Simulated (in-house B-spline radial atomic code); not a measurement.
**Ionising Ir⁺ with different functionals**

Computed with a radial B-spline atomic code at the basis-set limit: scalar-relativistic (spin-free X2C) Hamiltonian, Fermi nucleus of rms radius 5.4032 fm, spin-polarised at highest spin, spherical fractional occupations for the functionals, the average over the highest-spin determinants for Hartree-Fock. The ionisation energy is the difference of two self-consistent energies, [Xe] 4f14 5d7 6s1 → [Xe] 4f14 5d7, without Breit or QED terms; ε is the level of the shell that loses the electron (its least bound occupied spin orbital). There is no spin-orbit coupling in this Hamiltonian.

Hybrids are left out here: with spherical fractional occupations of an open shell their exact exchange keeps a self-interaction that integer-occupation calculations don't have.

```json
{"method": "Hartree-Fock", "rung": "Hartree-Fock", "ΔSCF (eV)": "16.36", "-ε(6s) (eV)": "16.66"}
{"method": "LDA VWN5", "rung": "LDA", "ΔSCF (eV)": "18.41", "-ε(6s) (eV)": "14.54"}
{"method": "LDA PW92", "rung": "LDA", "ΔSCF (eV)": "18.40", "-ε(6s) (eV)": "14.53"}
{"method": "LDA exchange-only", "rung": "LDA", "ΔSCF (eV)": "17.54", "-ε(6s) (eV)": "13.73"}
{"method": "PBE", "rung": "GGA", "ΔSCF (eV)": "18.12", "-ε(6s) (eV)": "14.30"}
{"method": "PBEsol", "rung": "GGA", "ΔSCF (eV)": "18.17", "-ε(6s) (eV)": "14.36"}
{"method": "BLYP", "rung": "GGA", "ΔSCF (eV)": "18.02", "-ε(6s) (eV)": "14.12"}
{"method": "RPBE", "rung": "GGA", "ΔSCF (eV)": "18.00", "-ε(6s) (eV)": "14.21"}
{"method": "PW91", "rung": "GGA", "ΔSCF (eV)": "18.21", "-ε(6s) (eV)": "14.38"}
{"method": "BP86", "rung": "GGA", "ΔSCF (eV)": "18.26", "-ε(6s) (eV)": "14.44"}
{"method": "AM05", "rung": "GGA", "ΔSCF (eV)": "18.12", "-ε(6s) (eV)": "14.32"}
{"method": "OLYP", "rung": "GGA", "ΔSCF (eV)": "17.79", "-ε(6s) (eV)": "14.00"}
{"method": "TPSS", "rung": "meta-GGA", "ΔSCF (eV)": "17.92", "-ε(6s) (eV)": "14.22"}
{"method": "SCAN", "rung": "meta-GGA", "ΔSCF (eV)": "18.30", "-ε(6s) (eV)": "14.57"}
{"method": "r2SCAN", "rung": "meta-GGA", "ΔSCF (eV)": "18.14", "-ε(6s) (eV)": "14.67"}
{"method": "revTPSS", "rung": "meta-GGA", "ΔSCF (eV)": "17.92", "-ε(6s) (eV)": "14.24"}
```

Q: How do they compare with the NIST value?

A: NIST lists 17.0 eV ± 0.3 (semi-empirical, ground level to ground level). Errors run from -0.64 to +1.41 eV. The correlated functionals all miss on the same side by more than they spread, so the cause is common to them (spin-orbit coupling, Breit-QED terms, multiplet and fine-structure energies, or a listed next ion that isn't the cheapest removal here) and closeness doesn't rank the functionals. Hartree-Fock also lacks correlation.
